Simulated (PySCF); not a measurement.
# Telling isomers of C5H13O4P apart by NMR

PySCF calculation with NMR shieldings at PBE0/pcSseg-1/GIAO and GFN2-xTB geometry; no solvent, non-relativistic, one averaged value for each set of equivalent atoms, a single conformation.

Referencing at the same level of theory: ¹H (σref 31.72), ¹³C (σref 186.93) against TMS. Splittings of carbon signals by F and P are missing where no couplings were computed. Where no couplings were computed, multiplicities follow the n + 1 count of equivalent neighbours, and m marks all less simple cases (inequivalent or close neighbours, rings, F or P nearby). Shifts are as computed. Against solution values, carbons near 30 ppm lie about +3 ppm off and those near 130 ppm about +5 ppm. Of 1211 compounds with measured shifts, 218 miss one by over three times the rms of a fit or turn the order of signals round; such compounds aren't used in these exercises.

(1) Tabulate the signals of `CCCOP(=O)(OC)OC`, `COP(=O)(OC)OC(C)C` and their relative energies.

(2) What is the quickest way to tell CCCOP(=O)(OC)OC from COP(=O)(OC)OC(C)C?

Answers

(1) 
```json
{"SMILES": "CCCOP(=O)(OC)OC", "carbon types": "2×CH2 3×CH3", "δC": "70.4, 54.0, 27.9, 13.2", "δH": "3.99 (m, 2H), 3.94 (m, 6H), 1.59 (m, 2H), 1.13 (t, 3H)", "E rel. (kcal/mol)": "4.0"}
{"SMILES": "COP(=O)(OC)OC(C)C", "carbon types": "1×CH 4×CH3", "δC": "71.5, 54.0, 25.5", "δH": "4.77 (m, 1H), 3.93 (m, 6H), 1.28 (d, 6H)", "E rel. (kcal/mol)": "0.0"}
```

Energies are electronic energies at PBE0/pcSseg-1 on these geometries, without zero-point or thermal terms, each for the one conformer computed, which needn't be the lowest.

(2) Count the carbon signals: 4 against 3. The first has an sp3 CH2 bonded to O at 70.4 ppm, the second an sp3 CH bonded to O at 71.5 ppm. In the proton spectra the most deshielded non-exchanging signals are 3.99 (m, 2H) and 4.77 (m, 1H).
